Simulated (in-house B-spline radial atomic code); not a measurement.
C⁻. Computed with a B-spline radial atomic code. Model: all-electron spherical atom, spin shells full or empty, radial basis limit, no spin-orbit coupling: exact exchange with a local potential (Slater, KLI or optimised effective potential, whose far tail is KLI's), no correlation.

Anion configuration assumed.

Exchange potential has not reached -1/r at the last radius.

The run also made RPA and GW results, which its time includes.

The Slater potential averages the orbital exchange potentials with the orbital densities as weights, KLI adds orbital constants, and the optimised effective potential minimises the exact-exchange energy among local potentials. So their energies lie above Hartree-Fock in the order OEP, KLI, Slater. All fall off as −1/r, unlike LDA and GGA exchange.

Command:
```bash
python run_gw.py task.json out
```
Settings (nuclear radius in fm, other lengths in bohr, energies in hartree):
```
Z                      6
electrons              7
configuration          [He] 2s2 2p3
hamiltonian            x2c
method                 kli
lmax                   9
rms_radius             2.4702
spin_polarised         True
box_radius             60
intervals              114
```

Cost of the run: 8.8 s on 1 thread of Arm Neoverse N1 (shared host).

Given: hamiltonian one-electron scalar X2C; mean-field start exchange-only KLI.

Computed: energy above Hartree-Fock 1.4469 millihartree.

| radius (bohr) | r times exchange potential up (hartree bohr) | r times exchange potential down (hartree bohr) |
| --- | --- | --- |
| 0.00833 | -0.038544 | -0.040681 |
| 0.0101 | -0.046694 | -0.049284 |
| 0.0123 | -0.056791 | -0.059944 |
| 0.0149 | -0.068668 | -0.072488 |
| 0.0181 | -0.083196 | -0.087835 |
| 0.022 | -0.10074 | -0.10637 |
| 0.0267 | ? | ? |
| 0.0324 | -0.14644 | -0.15473 |
| 0.0393 | -0.17575 | -0.18579 |
| 0.0478 | -0.21055 | -0.22275 |
| 0.058 | -0.25028 | -0.26504 |
| 0.0704 | -0.29534 | -0.3132 |
| 0.0855 | -0.34519 | -0.36679 |
| 0.104 | -0.39868 | -0.42481 |
| 0.126 | -0.45165 | -0.48311 |
| 0.153 | -0.50191 | -0.53986 |
| 0.186 | -0.54374 | -0.58962 |
| 0.225 | -0.5699 | -0.62525 |
| 0.274 | -0.57499 | -0.64237 |
| 0.332 | -0.55301 | -0.63344 |
| 0.403 | -0.50595 | -0.59195 |
| 0.49 | -0.4641 | -0.51158 |
| 0.595 | -0.49657 | -0.42293 |
| 0.722 | -0.61631 | -0.43848 |
| 0.877 | -0.76655 | -0.55505 |
| 1.06 | -0.91027 | -0.66889 |
| 1.29 | ? | ? |
| 1.57 | -1.1528 | -0.84793 |
| 1.9 | -1.2212 | -0.90835 |
| 2.31 | -1.2501 | -0.95132 |
| 2.81 | -1.2423 | -0.97743 |
| 3.41 | -1.21 | -0.99093 |
| 4.14 | -1.1665 | -0.99696 |
| 5.02 | -1.1231 | -0.99917 |
| 6.1 | -1.0854 | -0.99983 |
| 7.4 | -1.0566 | -0.99997 |
| 8.99 | -1.0363 | -1 |

**Question.** What belongs in the row 0.0267?

**Answer.** r times exchange potential up (hartree bohr): -0.1216; r times exchange potential down (hartree bohr): -0.12843.

**Question.** What belongs in the row 1.29?

**Answer.** r times exchange potential up (hartree bohr): -1.0449; r times exchange potential down (hartree bohr): -0.76727.

```json
{"occupied": "1s up", "level (hartree)": "-9.8148", "Hartree-Fock level (hartree)": "-10.979"}
{"occupied": "1s down", "level (hartree)": "-10.022", "Hartree-Fock level (hartree)": "-10.931"}
{"occupied": "2s up", "level (hartree)": "-0.38069", "Hartree-Fock level (hartree)": "-0.52602"}
{"occupied": "2s down", "level (hartree)": "?", "Hartree-Fock level (hartree)": "?"}
{"occupied": "2p up", "level (hartree)": "-0.077678", "Hartree-Fock level (hartree)": "-0.077993"}
```

**Question.** What belongs in the row 2s down?

**Answer.** level (hartree): -0.21336; Hartree-Fock level (hartree): -0.21346.

The highest level, 2p up, differs from Hartree-Fock by +0.0086 eV and the deepest, 1s down, by +24.7 eV: a local potential can match the highest level but can't give each shell its own exchange.
